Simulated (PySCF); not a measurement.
S: excitation energy

S [Ne] 3s2 3p4 (3P) → S [Ne] 3s1 3p5 (3P), as a difference of total energies. Computed with PySCF 2.14 in x2c-QZVPPall (9s6p4d2f1g, 70 functions), with the spin-free X2C one-electron Hamiltonian (Gaussian nucleus). Correlated levels: valence and next inner shell: 1s2 frozen. The calculations carry no spin-orbit coupling.

| method | excitation energy (eV) | error (eV) |
| --- | --- | --- |
| UHF | 11.586 | +2.658 |
| MP2 (valence and next inner shell) | 10.545 | +1.617 |
| SCS-MP2 (valence and next inner shell) | 10.420 | +1.492 |
| CCSD (valence and next inner shell) | 9.820 | +0.892 |
| CCSD(T) (valence and next inner shell) | 9.295 | +0.367 |

Reference: 8.928 eV (measured; NIST levels, between the centres of gravity of the two terms).

Errors of the correlated levels include the incompleteness of this basis and the frozen core.

The upper state lies above the first ionisation limit, where it may autoionise and the basis confines it.

The coupled-cluster amplitudes are large for the upper state (T1 above 0.03 or a double amplitude above 0.15), so a single reference is strained.
